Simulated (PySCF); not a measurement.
PySCF input for CrO₃, SMILES [O]=[Cr](=[O])=[O], multiplicity 1, TDA-CAM-B3LYP/def2-SVPD. Coordinates come from a PBE0-D3(BJ)/def2-SVP optimisation. The multiplicity is an assumed one; other spin states were not compared. The isomer is the one that the SMILES or the coordinates give; other isomers of the formula were not compared.

```python
import numpy as np
from pyscf import gto, scf, dft, tdscf

mol = gto.M(
    atom='''
    Cr   -0.00000000   -0.00000000    0.19573981
    O     1.30034587   -0.75075504   -0.19573981
    O    -1.30034587   -0.75075504   -0.19573981
    O    -0.00000000    1.50151008   -0.19573981
    ''',
    basis='def2-SVPD',
    charge=0,
    spin=0,
    symmetry=True,
    max_memory=1600,
    verbose=4,
)
mf = dft.RKS(mol, xc='cam-b3lyp').density_fit(auxbasis='def2-universal-jkfit')
mf.grids.level = 3
mf.conv_tol = 1e-9
mf.max_cycle = 100
mf.kernel()
mf.grids = dft.Grids(mol).set(level=1).build(with_non0tab=True)  # coarser grid for the response kernel
td = tdscf.TDA(mf)
td.singlet = True
td.nstates = 10
td.conv_tol = 1e-4
td.kernel(x0=td.get_init_guess(mf, 15))
td.analyze()
tt = tdscf.TDA(mf)
tt.singlet = False
tt.nstates = 4
tt.conv_tol = 1e-4
tt.kernel(x0=tt.get_init_guess(mf, 9))
tt.analyze(verbose=3)
```

Program output:

```
PySCF version 2.14.0

[INPUT] verbose = 4
[INPUT] num. atoms = 4
[INPUT] num. electrons = 48
[INPUT] charge = 0
[INPUT] spin (= nelec alpha-beta = 2S) = 0
[INPUT] symmetry True subgroup None
[INPUT] Mole.unit = angstrom
[INPUT] Symbol           X                Y                Z      unit          X                Y                Z       unit  Magmom
[INPUT]  1 Cr     0.000000000000   0.000000000000   0.195739810000 AA    0.000000000000   0.000000000000   0.369894632574 Bohr   0.0
[INPUT]  2 O      1.300345870000  -0.750755040000  -0.195739810000 AA    2.457297561509  -1.418721412237  -0.369894632574 Bohr   0.0
[INPUT]  3 O     -1.300345870000  -0.750755040000  -0.195739810000 AA   -2.457297561509  -1.418721412237  -0.369894632574 Bohr   0.0
[INPUT]  4 O      0.000000000000   1.501510080000  -0.195739810000 AA    0.000000000000   2.837442824474  -0.369894632574 Bohr   0.0

nuclear repulsion = 235.500294705009
point group symmetry = C3v, use subgroup Cs
symmetry origin: [0.00000000e+00 0.00000000e+00 1.85037171e-17]
symmetry axis x: [8.66025404e-01 4.99999999e-01 4.02769889e-17]
symmetry axis y: [ 0.00000000e+00 -8.05539779e-17  1.00000000e+00]
symmetry axis z: [ 4.99999999e-01 -8.66025404e-01 -6.97617913e-17]
num. orbitals of irrep A' = 62
num. orbitals of irrep A" = 41
number of shells = 39
number of NR pGTOs = 175
number of NR cGTOs = 103
basis = def2-SVPD
ecp = {}


[settings echo left out]
init E= -1269.65726912842
HOMO (A") = -0.480122522067041  LUMO (A') = -0.306359037211877  gap/eV = 4.72835
cycle= 1 E= -1269.29034659342  delta_E= 0.367  |g|= 1.68  |ddm|=  3.5
HOMO (A') = -0.302772053448457  LUMO (A") = -0.261621938385828  gap/eV = 1.11975
cycle= 2 E= -1259.74453235709  delta_E= 9.55  |g|= 7.12  |ddm|= 4.26
HOMO (A") = -0.32691099263944  LUMO (A') = -0.148156212523327  gap/eV = 4.86417
cycle= 3 E= -1269.73226327545  delta_E= -9.99  |g|= 0.427  |ddm|= 3.91
HOMO (A") = -0.422676722051498  LUMO (A') = -0.201863370765996  gap/eV = 6.00864
cycle= 4 E= -1269.76444977238  delta_E= -0.0322  |g|= 0.152  |ddm|= 0.427
HOMO (A") = -0.40019616897475  LUMO (A') = -0.160252331979421  gap/eV = 6.52920
cycle= 5 E= -1269.76914800714  delta_E= -0.0047  |g|= 0.0392  |ddm|= 0.14
HOMO (A") = -0.401444221450159  LUMO (A') = -0.159968217304272  gap/eV = 6.57090
cycle= 6 E= -1269.76930857692  delta_E= -0.000161  |g|= 0.0306  |ddm|= 0.0242
HOMO (A") = -0.401941461830196  LUMO (A') = -0.159703787722637  gap/eV = 6.59162
cycle= 7 E= -1269.76943320675  delta_E= -0.000125  |g|= 0.0153  |ddm|= 0.0154
HOMO (A") = -0.402026160596191  LUMO (A') = -0.159231376787429  gap/eV = 6.60678
cycle= 8 E= -1269.76947086385  delta_E= -3.77e-05  |g|= 0.00352  |ddm|= 0.00858
HOMO (A") = -0.402053162990404  LUMO (A') = -0.159113096378944  gap/eV = 6.61074
cycle= 9 E= -1269.76947257211  delta_E= -1.71e-06  |g|= 0.00191  |ddm|= 0.00274
HOMO (A") = -0.402064852105688  LUMO (A') = -0.159086071049817  gap/eV = 6.61179
cycle= 10 E= -1269.7694733487  delta_E= -7.77e-07  |g|= 0.000195  |ddm|= 0.00136
HOMO (A") = -0.402071020649297  LUMO (A') = -0.159084641703914  gap/eV = 6.61200
cycle= 11 E= -1269.76947340848  delta_E= -5.98e-08  |g|= 8.9e-05  |ddm|= 0.000715
HOMO (A") = -0.402073936954827  LUMO (A') = -0.159095000030825  gap/eV = 6.61179
cycle= 12 E= -1269.76947342015  delta_E= -1.17e-08  |g|= 1.36e-05  |ddm|= 0.000418
HOMO (A") = -0.402072657704806  LUMO (A') = -0.1590944302826  gap/eV = 6.61177
cycle= 13 E= -1269.76947342059  delta_E= -4.47e-10  |g|= 6.15e-06  |ddm|= 7.71e-05
HOMO (A") = -0.402072793818647  LUMO (A') = -0.159096014208931  gap/eV = 6.61173
Extra cycle  E= -1269.76947342058  delta_E= 1.77e-11  |g|= 1.75e-05  |ddm|= 1.67e-05
converged SCF energy = -1269.76947342058
tot grids = 22992


******** <class 'pyscf.tdscf.rks.TDA'> for <class 'pyscf.df.df_jk.DFSymAdaptedRKS'> ********
nstates = 10 singlet
deg_eia_thresh = 1.000e-03
wfnsym = None
conv_tol = 0.0001
eigh lindep = 1e-12
eigh level_shift = 0
eigh max_cycle = 100


Excitation energies (eV)
[2.07854447 2.98826535 2.9882877  3.21753229 3.28905024 3.2890664
 4.12228176 4.16357439 4.2076023  4.20762696]

** Singlet excitation energies and oscillator strengths **
Excited State   1:  ???      2.07854 eV    596.50 nm  f=0.0000
      24 -> 25       -0.70242
Excited State   2:  ???      2.98827 eV    414.90 nm  f=0.0077
      21 -> 26       -0.11833
      23 -> 25       -0.67460
Excited State   3:  ???      2.98829 eV    414.90 nm  f=0.0077
      21 -> 27        0.11833
      22 -> 25       -0.67459
Excited State   4:  ???      3.21753 eV    385.34 nm  f=0.0074
      21 -> 25       -0.70205
Excited State   5:  ???      3.28905 eV    376.96 nm  f=0.0001
      22 -> 27       -0.16872
      23 -> 26       -0.16872
      24 -> 26        0.65493
Excited State   6:  ???      3.28907 eV    376.96 nm  f=0.0001
      22 -> 26        0.16874
      23 -> 27       -0.16875
      24 -> 27       -0.65492
Excited State   7:  ???      4.12228 eV    300.77 nm  f=0.0000
      22 -> 26       -0.49666
      23 -> 27       -0.49675
Excited State   8:  ???      4.16357 eV    297.78 nm  f=0.0053
      22 -> 27       -0.49413
      23 -> 26        0.49448
Excited State   9:  ???      4.20760 eV    294.67 nm  f=0.0006
      21 -> 26        0.36408
      22 -> 26        0.38996
      23 -> 27       -0.38983
      24 -> 27        0.20764
Excited State  10:  ???      4.20763 eV    294.67 nm  f=0.0006
      21 -> 27       -0.36411
      22 -> 27        0.39010
      23 -> 26        0.38966
      24 -> 26        0.20762

** Transition electric dipole moments (AU) **
state          X           Y           Z        Dip. S.      Osc.
  1        -0.0000      0.0000      0.0000      0.0000      0.0000
  2         0.1617     -0.2801      0.0000      0.1046      0.0077
  3         0.2801      0.1617     -0.0000      0.1046      0.0077
  4        -0.0000     -0.0000     -0.3061      0.0937      0.0074
  5        -0.0247     -0.0143      0.0000      0.0008      0.0001
  6         0.0143     -0.0248      0.0000      0.0008      0.0001
  7        -0.0000      0.0000     -0.0000      0.0000      0.0000
  8        -0.0000     -0.0000      0.2286      0.0523      0.0053
  9        -0.0382      0.0662     -0.0000      0.0058      0.0006
 10        -0.0662     -0.0382     -0.0001      0.0058      0.0006

** Transition velocity dipole moments (imaginary part, AU) **
state          X           Y           Z        Dip. S.      Osc.
  1         0.0000     -0.0000      0.0000      0.0000      0.0000
  2        -0.0379      0.0656     -0.0000      0.0057      0.0348
  3        -0.0656     -0.0379      0.0000      0.0057      0.0348
  4         0.0000     -0.0000      0.0289      0.0008      0.0047
  5        -0.0055     -0.0032     -0.0000      0.0000      0.0002
  6         0.0032     -0.0055      0.0000      0.0000      0.0002
  7         0.0000     -0.0000      0.0000      0.0000      0.0000
  8         0.0000      0.0000     -0.0149      0.0002      0.0010
  9         0.0131     -0.0227     -0.0000      0.0007      0.0030
 10         0.0227      0.0131      0.0000      0.0007      0.0030

** Transition magnetic dipole moments (imaginary part, AU) **
state          X           Y           Z
  1        -0.0000     -0.0000     -0.4355
  2         0.5537      0.3197     -0.0000
  3        -0.3197      0.5537     -0.0000
  4         0.0000     -0.0001      0.0000
  5         0.3862     -0.6689      0.0000
  6         0.6690      0.3862      0.0000
  7         0.0001      0.0001      0.6429
  8        -0.0003      0.0005      0.0000
  9         1.1593      0.6693     -0.0001
 10        -0.6693      1.1593     -0.0000


******** <class 'pyscf.tdscf.rks.TDA'> for <class 'pyscf.df.df_jk.DFSymAdaptedRKS'> ********
nstates = 4 triplet
deg_eia_thresh = 1.000e-03
wfnsym = None
conv_tol = 0.0001
eigh lindep = 1e-12
eigh level_shift = 0
eigh max_cycle = 100


Excitation energies (eV)
[1.89337427 2.40905062 2.40907663 2.83716978]

** Triplet excitation energies and oscillator strengths **
Excited State   1:  ???      1.89337 eV    654.83 nm  f=0.0000
Excited State   2:  ???      2.40905 eV    514.66 nm  f=0.0000
Excited State   3:  ???      2.40908 eV    514.65 nm  f=0.0000
Excited State   4:  ???      2.83717 eV    437.00 nm  f=0.0000
```

The run converged.
